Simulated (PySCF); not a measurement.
## GaCl2, doublet: molecular constants

These are results of UB3LYP/[Ga def2-TZVP, Cl def2-TZVP], no relativity, density fitting, PySCF, not measurements.

The structure is a higher-order saddle point with 2 imaginary modes (one degenerate set).

```xyz
3
charge 0 multiplicity 2, angstrom
Ga    0.0000    0.0000    0.0000
Cl    0.0000    0.0000    2.2658
Cl    0.0000    0.0000   -2.2658
```

```json
{
 "Point group": "D∞h",
 "Bond lengths": "Ga–Cl 2.266 Å (×2)",
 "Bond angles": "Cl–Ga–Cl 180.0°",
 "Principal polarisabilities": "42.5, 42.5, 99.3 bohr³",
 "Highest occupied level (α)": "-6.18 eV",
 "Rotational constants": "0.04695 cm⁻¹",
 "Spin squared ⟨S²⟩": "0.753",
 "Lowest empty level (β)": "-4.16 eV",
 "Dipole moment": "0.00 D",
 "Zero-point energy (real modes)": "3.6 kJ/mol",
 "Atomisation energy without zero-point energy": "602 kJ/mol",
 "Principal quadrupole moments (Buckingham, traceless) about the centre of mass": "-11.43, 5.72, 5.72 D Å"
}
```

Harmonic modes (masses in u: Ga 68.926, Cl 34.969):
| symmetry | ω (cm⁻¹) | IR (km/mol, summed over degenerate members) | μ (u) | type |
| --- | --- | --- | --- | --- |
| πu | 119i | – | 46.51 | bend |
| σg+ | 276 | 0.0 | 34.97 | stretch |
| σu+ | 332 | 138 | 46.51 | stretch |

In D∞h the vibrations span πu + σg+ + σu+. The σg+ mode carries no infrared intensity, as symmetry demands. With a centre of inversion only u modes can be infrared active and only g modes Raman active.

Charges (e):
```tsv
atom	Mulliken	Löwdin	polar tensor	spin (Mulliken)	Mayer order to Ga1
Ga1	0.55	-0.14	0.89	0.50	–
Cl2,3	-0.28	0.07	-0.44	0.25	1.03
```

Mulliken populations on Ga1: s 7.52, p 12.72, d 10.18, f 0.04.

Outer orbital energies (eV). α occupied: -21.96, -12.58, -10.78, -9.28, -9.28, -9.00, -9.00, -6.18; empty: -2.41, -2.41, 1.79, 3.13. β occupied: -21.73, -21.57, -11.97, -10.02, -9.14, -9.14, -8.89, -8.89; empty: -4.16, -1.96, -1.96, 1.96.

This need not be the most stable arrangement of these atoms. At this level a doublet minimum of C2v symmetry lies 47 kJ/mol below this structure.

The final relaxation and frequency run took 46 s on 4 threads of a shared Arm Neoverse V1 host, with 122 basis functions and 7 gradients; the process peaked at 1.1 GiB.
